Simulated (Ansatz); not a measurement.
Sn(OEt)4 (C₈H₂₀O₄Sn), relaxed as a singlet with RKS PBE-D4/def2-SVP in Ansatz, starting from the GFN2-xTB geometry. Force threshold 0.03 eV/Å.

In the def2 sets Sn takes a core potential; there is no spin–orbit coupling.

Start:

```xyz
33

Sn   -0.0073    0.0013   -0.0185
O    -0.9799    1.0280   -1.4014
C    -2.2161    0.6493   -1.9760
C    -2.5952    1.7377   -2.9715
H    -2.1234   -0.3133   -2.4886
H    -2.9912    0.5633   -1.2063
H    -3.5449    1.4906   -3.4385
H    -2.6818    2.6922   -2.4599
H    -1.8278    1.8222   -3.7356
O    -0.0980   -1.9056   -0.5364
C     0.2009   -2.9927    0.3185
C     0.0055   -4.2650   -0.4952
H     1.2360   -2.9336    0.6731
H    -0.4667   -2.9951    1.1859
H     0.2305   -5.1310    0.1217
H    -1.0215   -4.3262   -0.8435
H     0.6645   -4.2556   -1.3589
O    -0.7784    0.1386    1.7974
C    -0.5962    1.2288    2.6807
C    -1.3492    0.8926    3.9611
H     0.4665    1.3759    2.8973
H    -0.9961    2.1511    2.2450
H    -1.2407    1.7064    4.6731
H    -2.4026    0.7428    3.7413
H    -0.9520   -0.0214    4.3932
O     1.8261    0.7371    0.0796
C     2.6118    1.1271   -1.0304
C     3.9422    1.6232   -0.4796
H     2.7808    0.2788   -1.7029
H     2.1160    1.9254   -1.5916
H     4.5855    1.9300   -1.2999
H     3.7754    2.4668    0.1841
H     4.4273    0.8303    0.0829
```

Q: Estimate the energy that the relaxation releases and the steps that it takes.

A: 6.1 kcal/mol, in 11 steps; 64 s on 4 threads of Arm Neoverse V2 on a shared host. The force fell under the threshold at step 5, but the optimiser went on and released 0.005 eV more. No frequencies were taken in this run, so the end may be a saddle point.

Q: Does the start keep its bonding?

A: By distances, no bond broke or formed. The bond that changes most is Sn1–O18, from 1.98 to 2.00 Å (atoms count from 1).

Q: Predict the relaxed structure.

A: 
```xyz
33

Sn   -0.0022   -0.0005   -0.0016
O    -0.8822    1.1594   -1.3765
C    -2.1669    0.7768   -1.8781
C    -2.5136    1.7007   -3.0352
H    -2.1680   -0.2849   -2.2216
H    -2.9458    0.8586   -1.0812
H    -3.5127    1.4529   -3.4485
H    -2.5250    2.7572   -2.6985
H    -1.7636    1.6063   -3.8464
O    -0.1275   -1.8786   -0.6849
C     0.2741   -2.9510    0.1736
C    -0.1065   -4.2599   -0.5006
H     1.3763   -2.9243    0.3547
H    -0.2184   -2.8767    1.1722
H     0.2012   -5.1250    0.1220
H    -1.2029   -4.3117   -0.6584
H     0.3879   -4.3456   -1.4896
O    -0.8468   -0.0034    1.8140
C    -0.7483    1.1745    2.6212
C    -1.2769    0.8394    4.0072
H     0.3065    1.5324    2.6892
H    -1.3448    2.0101    2.1797
H    -1.2371    1.7302    4.6673
H    -2.3287    0.4924    3.9485
H    -0.6733    0.0315    4.4688
O     1.8494    0.7221    0.2419
C     2.6382    1.0010   -0.9194
C     3.9008    1.7188   -0.4682
H     2.9087    0.0570   -1.4527
H     2.0772    1.6332   -1.6481
H     4.5553    1.9422   -1.3356
H     3.6465    2.6731    0.0362
H     4.4691    1.0916    0.2485
```
Bond lengths: 4 × C–C 1.52 Å; 4 × C–O 1.43 Å; 4 × O–Sn 2.00 Å; 20 × C–H 1.11 to 1.12 Å.
